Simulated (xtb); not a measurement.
C4H9, doublet, from a rough starting geometry; GFN2-xTB (xtb 6.7.1).

Here is a job for xtb.
```
$ xtb mol.xyz --gfn 2 --uhf 1 --opt vtight --json

# file mol.xyz
13

C      2.02041321     0.48897164     0.09489135
C      0.66373752     0.54264537    -0.33808269
C     -0.28643998    -0.43370183     0.40407099
C     -1.70028429    -0.38437734    -0.08592513
H      2.62386662    -0.39648027    -0.13633184
H      2.40988275     1.13236657     0.83447317
H      0.14801459     1.57529227    -0.17987501
H      0.55834085     0.32731665    -1.44036871
H      0.13461860    -1.43169125     0.32898276
H     -0.26365577    -0.25815919     1.44387021
H     -2.36884861    -1.06558374     0.40849028
H     -2.14103470     0.63659473    -0.00888871
H     -1.75479256    -0.60626817    -1.15596433
```

It wrote (shortened):

```
   ID    Z sym.   atoms
    1    6 C      1-4
    2    1 H      5-13

           -------------------------------------------------
          |                Calculation Setup                |
           -------------------------------------------------

           -------------------------------------------------
          |                 G F N 2 - x T B                 |
           -------------------------------------------------

          ...................................................
          :                      SETUP                      :
          :.................................................:
          :  # basis functions                  25          :
          :  # atomic orbitals                  25          :
          :  # shells                           17          :
          :  # electrons                        25          :
          :  max. iterations                   250          :
          :  Hamiltonian                  GFN2-xTB          :
          :  restarted?                      false          :
          :  GBSA solvation                  false          :
          :  PC potential                    false          :
          :  electronic temp.          300.0000000     K    :
          :  accuracy                    1.0000000          :
          :  -> integral cutoff          0.2500000E+02      :
          :  -> integral neglect         0.1000000E-07      :
          :  -> SCF convergence          0.1000000E-05 Eh   :
          :  -> wf. convergence          0.1000000E-03 e    :
          :  Broyden damping             0.4000000          :
          :  net charge                          0          :
          :  unpaired electrons                  1          :
          ...................................................

 iter      E             dE          RMSdq      gap      omega  full diag
   1    -13.2227728 -0.132228E+02  0.286E+00    9.85       0.0  T
   2    -13.2581144 -0.353416E-01  0.156E+00   10.03       1.0  T
   3    -13.2588042 -0.689807E-03  0.769E-01   10.19       1.0  T
   4    -13.2589113 -0.107079E-03  0.121E-01   10.05       1.0  T
   5    -13.2589491 -0.377812E-04  0.544E-02   10.07       1.0  T
   6    -13.2589493 -0.267777E-06  0.485E-03   10.07       5.7  T
   7    -13.2589494 -0.383204E-07  0.124E-03   10.07      22.4  T
   8    -13.2589494 -0.242089E-09  0.311E-04   10.07      89.1  T
   9    -13.2589494 -0.263462E-09  0.854E-05   10.07     324.9  T

   *** convergence criteria satisfied after 9 iterations ***

         :::::::::::::::::::::::::::::::::::::::::::::::::::::
         ::                     SUMMARY                     ::
         :::::::::::::::::::::::::::::::::::::::::::::::::::::
         :: total energy             -13.054969001725 Eh    ::
         :: gradient norm              0.096240045913 Eh/a0 ::
         :: HOMO-LUMO gap             10.073362886964 eV    ::
         ::.................................................::
         :: SCC energy               -13.258946389534 Eh    ::
         :: -> isotropic ES            0.002782417100 Eh    ::
         :: -> anisotropic ES          0.004500812081 Eh    ::
         :: -> anisotropic XC          0.009874913072 Eh    ::
         :: -> dispersion             -0.005678112575 Eh    ::
         :: repulsion energy           0.203977387809 Eh    ::
         :: add. restraining           0.000000000000 Eh    ::
         :: total charge              -0.000000000000 e     ::
         :::::::::::::::::::::::::::::::::::::::::::::::::::::

      -----------------------------------------------------------
     |                   =====================                   |
     |                        A N C O P T                        |
     |                   =====================                   |
     |               Approximate Normal Coordinate               |
     |                Rational Function Optimizer                |
      -----------------------------------------------------------
      -----------------------------------------------------------
     |                   =====================                   |
     |                        A N C O P T                        |
     |                   =====================                   |
     |               Approximate Normal Coordinate               |
     |                Rational Function Optimizer                |
      -----------------------------------------------------------

          ...................................................
          :                      SETUP                      :
          :.................................................:
          :   optimization level         verytight          :
          :   max. optcycles                   260          :
          :   ANC micro-cycles                  20          :
          :   degrees of freedom                33          :
          :.................................................:
          :   RF solver                   davidson          :
          :   write xtbopt.log                true          :
          :   linear?                        false          :
          :   energy convergence         0.1000000E-06 Eh   :
          :   grad. convergence          0.2000000E-03 Eh/α :
          :   maxmium RF displ.          1.0000000          :
          :   Hlow (freq-cutoff)         0.1000000E-01      :
          :   Hmax (freq-cutoff)         5.0000000          :
          :   S6 in model hess.         20.0000000          :
          ...................................................

generating ANC from exact Hessian ...
Using Lindh-Hessian (1995)
 Shifting diagonal of input Hessian by    5.6883234046177121E-003
 Lowest  eigenvalues of input Hessian
    0.000000    0.000000    0.000000    0.000000    0.000000    0.000000
    0.010000    0.013501    0.014928    0.019416    0.022072    0.042365
    0.052555    0.054246    0.057954    0.067280    0.076219    0.078687
[...]
 * total energy  :   -13.0641232 Eh     change       -0.1886682E-05 Eh
 * total energy  :   -13.0641309 Eh     change       -0.7748560E-05 Eh
 * total energy  :   -13.0641355 Eh     change       -0.4575133E-05 Eh
 * total energy  :   -13.0641388 Eh     change       -0.3286465E-05 Eh
 * total energy  :   -13.0641414 Eh     change       -0.2586433E-05 Eh
 * total energy  :   -13.0641440 Eh     change       -0.2619850E-05 Eh
 * total energy  :   -13.0641471 Eh     change       -0.3076798E-05 Eh
 * total energy  :   -13.0641501 Eh     change       -0.3041570E-05 Eh
 * total energy  :   -13.0641505 Eh     change       -0.3711520E-06 Eh
 * total energy  :   -13.0641513 Eh     change       -0.8543371E-06 Eh
 * total energy  :   -13.0641515 Eh     change       -0.1540680E-06 Eh
 * total energy  :   -13.0641515 Eh     change       -0.7354842E-07 Eh
   *** GEOMETRY OPTIMIZATION CONVERGED AFTER 18 ITERATIONS ***
         :: total energy             -13.064151545523 Eh    ::
[...]
         ::.................................................::
         :: SCC energy               -13.265914342055 Eh    ::
         :: -> isotropic ES            0.003123892482 Eh    ::
         :: -> anisotropic ES          0.004340017273 Eh    ::
         :: -> anisotropic XC          0.010207642482 Eh    ::
         :: -> dispersion             -0.005646474732 Eh    ::
         :: repulsion energy           0.201762796532 Eh    ::
         :: add. restraining           0.000000000000 Eh    ::
         :: total charge              -0.000000000000 e     ::
         :::::::::::::::::::::::::::::::::::::::::::::::::::::

           -------------------------------------------------
          |                Property Printout                |
           -------------------------------------------------

    * Orbital Energies and Occupations

         #    Occupation            Energy/Eh            Energy/eV
      -------------------------------------------------------------
         1        2.0000           -0.6206536             -16.8888
         2        2.0000           -0.5977987             -16.2669
         3        2.0000           -0.5640325             -15.3481
         4        2.0000           -0.5487537             -14.9323
         5        2.0000           -0.5167642             -14.0619
         6        2.0000           -0.4921312             -13.3916
         7        2.0000           -0.4818566             -13.1120
         8        2.0000           -0.4805107             -13.0754
         9        2.0000           -0.4427370             -12.0475
        10        2.0000           -0.4425583             -12.0426
        11        2.0000           -0.4414392             -12.0122
        12        2.0000           -0.4218345             -11.4787
        13        1.0000           -0.3054998              -8.3131 (HOMO)
        14                          0.0967424               2.6325 (LUMO)
        15                          0.1217913               3.3141
        16                          0.1316246               3.5817
        17                          0.1510020               4.1090
        18                          0.1640838               4.4649
        19                          0.1750905               4.7645
        20                          0.1975957               5.3769
        21                          0.2187267               5.9519
        22                          0.2551391               6.9427
        23                          0.2783780               7.5751
        24                          0.3021331               8.2215
        25                          0.3708276              10.0907
      -------------------------------------------------------------
                  HL-Gap            0.4022422 Eh           10.9456 eV
             Fermi-level           -0.2340230 Eh           -6.3681 eV

     #   Z          covCN         q      C6AA      α(0)
     1   6 C        2.835    -0.112    30.834     9.100
     2   6 C        3.801    -0.047    21.409     6.588
     3   6 C        3.800    -0.048    21.432     6.591
     4   6 C        3.752    -0.102    22.516     6.767
     5   1 H        0.926     0.029     2.594     2.518
     6   1 H        0.926     0.029     2.594     2.519
     7   1 H        0.924     0.039     2.466     2.456
     8   1 H        0.924     0.039     2.469     2.457
     9   1 H        0.924     0.032     2.552     2.498
    10   1 H        0.924     0.032     2.552     2.498
    11   1 H        0.925     0.036     2.500     2.473
    12   1 H        0.925     0.036     2.504     2.475
    13   1 H        0.925     0.036     2.504     2.474

 Mol. C6AA /au·bohr⁶  :       1142.775643
 Mol. C8AA /au·bohr⁸  :      23916.290626
 Mol. α(0) /au        :         51.413055

Wiberg/Mayer (AO) data.
largest (>0.10) Wiberg bond orders for each atom

 ---------------------------------------------------------------------------
     #   Z sym  total        # sym  WBO       # sym  WBO       # sym  WBO
 ---------------------------------------------------------------------------
     1   6 C    3.193 --     2 C    1.107     5 H    0.986     6 H    0.986
     2   6 C    3.997 --     1 C    1.107     8 H    0.966     7 H    0.966
                             3 C    0.943
     3   6 C    3.991 --     4 C    1.018     9 H    0.980    10 H    0.980
                             2 C    0.943
     4   6 C    3.997 --     3 C    1.018    13 H    0.988    12 H    0.988
                            11 H    0.984
     5   1 H    0.999 --     1 C    0.986
     6   1 H    0.999 --     1 C    0.986
     7   1 H    0.998 --     2 C    0.966
     8   1 H    0.998 --     2 C    0.966
     9   1 H    0.999 --     3 C    0.980
    10   1 H    0.999 --     3 C    0.980
    11   1 H    0.999 --     4 C    0.984
    12   1 H    0.999 --     4 C    0.988
    13   1 H    0.999 --     4 C    0.988
 ---------------------------------------------------------------------------

Topologies differ in total number of bonds
Writing topology from bond orders to xtbtopo.mol

molecular dipole:
                 x           y           z       tot (Debye)
 q only:       -0.222      -0.034      -0.030
   full:       -0.240      -0.068       0.001       0.635
molecular quadrupole (traceless):
                xx          xy          yy          xz          yz          zz
 q only:       -0.474      -0.247       0.196       0.030      -0.015       0.278
  q+dip:       -1.392      -1.105       0.588       0.170       1.077       0.804
   full:       -1.080      -0.757       0.450       0.119       0.523       0.630

optimized geometry written to: xtbopt.xyz

           -------------------------------------------------
          | TOTAL ENERGY              -13.064151545523 Eh   |
          | GRADIENT NORM               0.000063989088 Eh/α |
          | HOMO-LUMO GAP              10.945566335878 eV   |
           -------------------------------------------------
```
